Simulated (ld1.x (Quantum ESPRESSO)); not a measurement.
**Ru (Z = 44): one change to a TM potential, before and after**

- Element: ruthenium (Ru)
- Generator: ld1.x (Quantum ESPRESSO) 7.5
- Type: norm-conserving Troullier–Martins (Kleinman–Bylander form)
- Functional: PBE
- Relativity: fully relativistic
- Frozen core: [Kr]
- Valence charge: 8
- Reference configuration: 4d6 5s2 5p0
- Partial waves: 5s (bound): rc 2.30 bohr; 4d (bound): rc 1.80 bohr; 5p (bound, empty): rc 2.80 bohr
- Local potential: the p channel
- Core correction: none

Open shells are filled in proportion to 2j + 1 (rel_dist='average').

All-electron outer shells of the reference configuration (PBE, scalar-relativistic, ld1.x):

| shell | level (eV) | outermost node (bohr) | outermost maximum (bohr) |
| --- | --- | --- | --- |
| 4s | -79.70 | 0.48 | 0.91 |
| 4p | -49.60 | 0.49 | 0.98 |
| 4d | -7.67 | 0.48 | 1.20 |
| 5s | -5.19 | 1.23 | 2.63 |
| 5p | -1.36 | 1.39 | 3.59 |

Change: all radii scaled by about 1.11 (s 2.54, p 3.10, d 2.00 bohr).

Cutoffs: the cutoffs (Ry, on a coarse ladder) from which the occupation-weighted sum of valence levels, in a spherical-Bessel basis at the reference potential, stays within 10 and 1 mRy of its value at 400 Ry; they do not see the model core or the augmentation charge, which bear on the density cutoff. Errors are all-electron minus pseudo energies relative to the spin-unpolarised reference configuration.

**Question.** Predict the effect on cutoff, ghosts and configuration errors.

**Answer.** The potential gets softer (50 Ry and 60 Ry → 45 Ry and 50 Ry); the errors of the 7 common tests hardly move; neither file shows a bound ghost. A larger radius leaves more room for a smooth pseudo-wave, so fewer plane waves are needed.

```tsv
quantity	base	changed
cutoff, loose	50 Ry	45 Ry
cutoff, tight	60 Ry	50 Ry
bound ghosts	none	none
error for 4d7 5s1 5p0, meV [ΔE -1.70 eV]	-121	-121
error for 4d7 5s0 5p0, meV [ΔE 5.59 eV]	-139	-138
error for 4d6 5s0 5p0, meV [ΔE 23.78 eV]	+49	+49
error for 4d5 5s0 5p0, meV [ΔE 54.40 eV]	-91	-82
error for 4d7.5 5s0.5 5p0, meV [ΔE -2.02 eV]	-258	-257
error for 4d7 5s0 5p1, meV [ΔE 1.76 eV]	-120	-119
error for 4d4 5s0 5p0, meV [ΔE 98.91 eV]	-594	-552
```
